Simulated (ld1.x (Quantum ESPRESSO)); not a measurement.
# u(r) = r·R(r): atom against pseudo-atom (zirconium (Zr))

Columns: radius, all-electron u(r) and pseudo u(r) of the 4p shell (level -42.88 eV) of zirconium in the configuration [Ar] 3d10 4s2 4p6 4d2 5s0.5 5p0; PBEsol, scalar-relativistic, PAW scheme, ld1.x (Quantum ESPRESSO) 7.5.

```tsv
r (bohr)	all-electron	pseudo
0.160	0.0520	0.0442
0.320	-0.4907	0.1678
0.480	-0.2552	0.3462
0.640	0.2310	0.5448
0.800	0.6319	0.7269
0.960	0.8686	0.8623
1.120	0.9605	0.9327
1.280	0.9518	0.9351
1.440	0.8835	0.8803
1.600	0.7860	0.7880
1.760	0.6790	0.6803
1.920	0.5745	0.5745
2.080	0.4784	0.4784
2.240	0.3938	0.3938
2.400	0.3211	0.3211
2.560	0.2599	0.2599
2.720	0.2091	0.2091
2.880	0.1674	0.1674
3.040	0.1334	0.1334
3.200	0.1060	0.1060
3.360	0.0839	0.0839
3.520	0.0662	0.0662
3.680	0.0521	0.0521
3.840	0.0409	0.0409
4.000	0.0321	0.0321
4.160	0.0251	0.0251
```

Question: How many radial nodes do the two functions have?

Answer: The all-electron 4p function has n − l − 1 = 2; the pseudo-wave has 0, since the states of the same l below it are removed with the core.

Question: At about which radius was the pseudo-wave matched?

Answer: 2.00 bohr, where the columns begin to agree (steps of 0.16 bohr).

Question: Where does each function peak?

Answer: Outermost all-electron maximum near 1.12 bohr, pseudo maximum near 1.28 bohr (to the table’s step).

Question: Is the pseudo-wave norm-conserving?

Answer: No, it belongs to a PAW set: the norm inside the radius is not constrained, and the difference is carried by the augmentation charge.
